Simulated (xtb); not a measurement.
xtb input (GFN2-xTB):

```bash
xtb mol.xyz --gfn 2 --ohess tight --chrg 0 --uhf 0
```
mol.xyz:
```
8

B      1.31211675     0.21912185    -0.05179080
O      0.14608102     0.35102877     0.81544598
C     -1.02712615    -0.15692330     0.11833789
H      1.98744800    -0.76021519     0.00832216
H      1.63544524     1.06117634    -0.77197270
H     -0.91278230    -1.26311757    -0.05691233
H     -1.90359554    -0.03657285     0.78797247
H     -1.22963294     0.45155213    -0.77840706
```

End of the output:

```
optimized geometry written to: xtbopt.xyz

           -------------------------------------------------
          | TOTAL ENERGY              -10.022183769382 Eh   |
          | TOTAL ENTHALPY             -9.955336071475 Eh   |
          | TOTAL FREE ENERGY          -9.985799228518 Eh   |
          | GRADIENT NORM               0.000264016548 Eh/α |
          | HOMO-LUMO GAP               5.846875288252 eV   |
           -------------------------------------------------

------------------------------------------------------------------------
------------------------------------------------------------------------
 total:
 SCF:
 ANC optimizer:
 analytical hessian:
```
